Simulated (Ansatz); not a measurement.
System: CdF2, net charge 0, singlet state. 
Structure (B3LYP-D3(BJ)/def2-TZVP (Ansatz, a quantum-chemistry and plane-wave program) minimum search):
SMILES: [F][Cd][F]
```xyz
3

Cd     0.0000     0.0000     0.0000
F      0.0000     0.0000    -1.9335
F      0.0000     0.0000     1.9335
```
Charge 0, spin multiplicity 1.

Computed values are from Ansatz. Valence correlation only, unless marked. UHF or UKS for open shells. Spin-orbit coupling is left out. Frozen are the shells of the preceding noble gas and the d and f shells that filled before the atom's block. Past Kr the def2 sets carry scalar-relativistic core potentials. CBS marks a two-point X^-3 extrapolation of the correlation energy; Hartree-Fock from the larger set. [CCSD(T)-MP2]/basis is that difference in the basis named.

```
Item                                                                                                            Result
-------------------------------------------  -------------------------------------------------------------------------
atomisation energy De                                           161.8 kcal/mol at CCSD(T)/CBS(def2-TZVPPD,def2-QZVPPD)
vertical ionisation energy (to the doublet)  13.45 eV at RI-MP2/CBS(def2-TZVPPD,def2-QZVPPD)+[CCSD(T)-MP2]/def2-TZVPPD
total energy                                                      -366.9683 Eh at CCSD(T)/CBS(def2-TZVPPD,def2-QZVPPD)
dipole moment                                                                              0.00 D at CCSD(T)/def2-SVPD
T1 diagnostic                                                                                0.019 at CCSD/def2-QZVPPD
```
